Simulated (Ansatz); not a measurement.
Species: C2H5Cl3Si (charge 0, singlet). SMILES: CC[Si](Cl)(Cl)Cl
Structure (B3LYP-D3(BJ)/def2-TZVP (Ansatz, an electronic-structure program) minimum search):
```
C
H 1 1.0939
H 1 1.0939 2 106.54
C 1 1.5327 2 110.98 3 -120.92
H 4 1.0906 1 111.28 2 -60.72
H 4 1.0906 5 107.82 1 122.31
H 4 1.0908 5 107.85 6 116.22
Si 1 1.8535 2 106.80 3 113.87
Cl 8 2.0504 1 110.46 2 -56.85
Cl 8 2.0521 1 110.69 2 -176.93
Cl 8 2.0521 1 110.69 2 63.24
```
Charge 0, spin multiplicity 1.

Atomisation energy built up term by term with Ansatz (kcal/mol; UHF references for open shells; valence terms freeze the core; atomic spin-orbit terms are left out). Basis-set limits of correlation are two-point, X^-3; Hartree-Fock from the larger set.

```
term                                            basis  kcal/mol
-----------------------  ----------------------------  --------
Hartree-Fock                              cc-pV(Q+d)Z    737.91
CCSD correlation         CBS(cc-pV(T+d)Z,cc-pV(Q+d)Z)    220.70
(T)                      CBS(cc-pV(T+d)Z,cc-pV(Q+d)Z)     17.02
core correlation                            cc-pwCVTZ      2.78
scalar relativity (X2C)    cc-pVTZ-DK against cc-pVTZ     -1.75
sum: De                                                   976.7
```

(T) makes 1.7 % of the CCSD(T) atomisation energy; under 5 % is typical of single-reference molecules.
